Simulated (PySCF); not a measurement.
TiCl₄, SMILES [Cl][Ti]([Cl])([Cl])[Cl], multiplicity 1. The structure is a stationary point at PBE-D3(BJ)/def2-SVP. The multiplicity is an assumed one; no other spin state was optimised. The isomer is the one that the SMILES or the coordinates give; other isomers of the formula were not compared.

Calculation: PySCF 2.14.0 with PBE-D3(BJ)/def2-SVP.

Harmonic wavenumbers (cm⁻¹): 112, 112, 130, 130, 130, 370, 492, 492, 492. Rotational constants (GHz): 1.132, 1.132, 1.132; symmetry number 12.

Work out the zero-point energy and the ideal-gas rigid-rotor harmonic-oscillator thermochemistry at 298.15 K and 1 atm.

ZPE = ½ Σ hcν = ½ × 2461 cm⁻¹ = 14.72 kJ/mol. H − E(el) = 36.42 kJ/mol. Entropy in J/(mol K): translation 174.16, rotation 103.95, vibration 77.04, total 355.16. G − E(el) = -69.47 kJ/mol. Cp = 95.95 J/(mol K). Modes under 150 cm⁻¹ make the vibrational entropy uncertain.
